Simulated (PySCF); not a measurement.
## Mayer bond orders and bond lengths

Compound: C₅H₇FSi.
Numbering: `[CH:1]#[C:2][C@:3]1([F:4])[CH2:5][CH2:6][SiH2:7]1` (hydrogens: H8 on C1; H9, H10 on C5; H11, H12 on C6; H13, H14 on Si7)

Structure used (GFN2-xTB), in Å, numbered top down from 1:
```xyz
14
C5H7FSi angstrom
C      2.8576   -0.1405    0.3592
C      1.7096    0.0073    0.6699
C      0.3328    0.1981    1.0356
F      0.2559    0.5245    2.3950
C     -0.5767   -1.0034    0.6960
C     -1.3889   -0.4065   -0.4718
Si    -0.7220    1.3537   -0.1288
H      3.8606   -0.2751    0.0829
H     -0.0178   -1.9016    0.4338
H     -1.2070   -1.2263    1.5561
H     -2.4600   -0.5738   -0.3846
H     -1.0751   -0.8181   -1.4297
H      0.0279    2.0226   -1.1868
H     -1.5976    2.2386    0.6311
```

Bond orders from the PBE0/pcSseg-1 density (PySCF). The structure is a single GFN2-xTB conformer in the gas phase; no vibrational or solvent corrections.

(1) How far do the computed orders between heavy atoms stray from the drawn ones?

(2) Give the Mayer order of every bond, beside its length.

Answers

(1) The largest departure is 0.552, at C1–C2 (drawn triple, 2.448). Drawn single, order below 0.88: C2–C3 (0.877), C3–F4 (0.854) and Si7–C3 (0.835). Drawn double or triple, more than 0.30 short of the drawn order: C1–C2 (2.448).

(2) 
```tsv
bond	drawn as	length (Å)	Mayer order
C1–C2	triple	1.198	2.448
C2–C3	single	1.437	0.877
C3–F4	single	1.400	0.854
C3–C5	single	1.545	0.987
C5–C6	single	1.543	0.997
C6–Si7	single	1.913	0.951
Si7–C3	single	1.950	0.835
C1–H8	single	1.049	1.151
C5–H9	single	1.090	0.951
C5–H10	single	1.089	0.941
C6–H11	single	1.088	0.951
C6–H12	single	1.089	0.943
Si7–H13	single	1.459	0.937
Si7–H14	single	1.459	0.942
```

Bonds between the same two heavy elements. C–C: lowest C2–C3 (0.877, 1.437 Å), highest C1–C2 (2.448, 1.198 Å); in 2 of the 6 pairs the longer bond (by over 0.003 Å) has the higher order (by 0.02 or more). C–Si: lowest Si7–C3 (0.835, 1.950 Å), highest C6–Si7 (0.951, 1.913 Å).

Task: Sum the orders of all bonds at each heavy atom with more than one neighbour and set the sums beside the valence in the SMILES.

Result: C1 3.599 (drawn 4), C2 3.325 (drawn 4), C3 3.553 (drawn 4), C5 3.876 (drawn 4), C6 3.842 (drawn 4), Si7 3.665 (drawn 4). Orders between atoms that aren't bonded are not in these sums.

The Mayer order sums products of elements of PS (density times overlap matrix) between the two atoms' basis functions, so it depends on the basis set.

The run behind these numbers computed NMR shieldings as well. On one thread of an Arm Neoverse N1, on a shared host, this took 33 s of wall time and 0.73 GiB of memory at its peak.
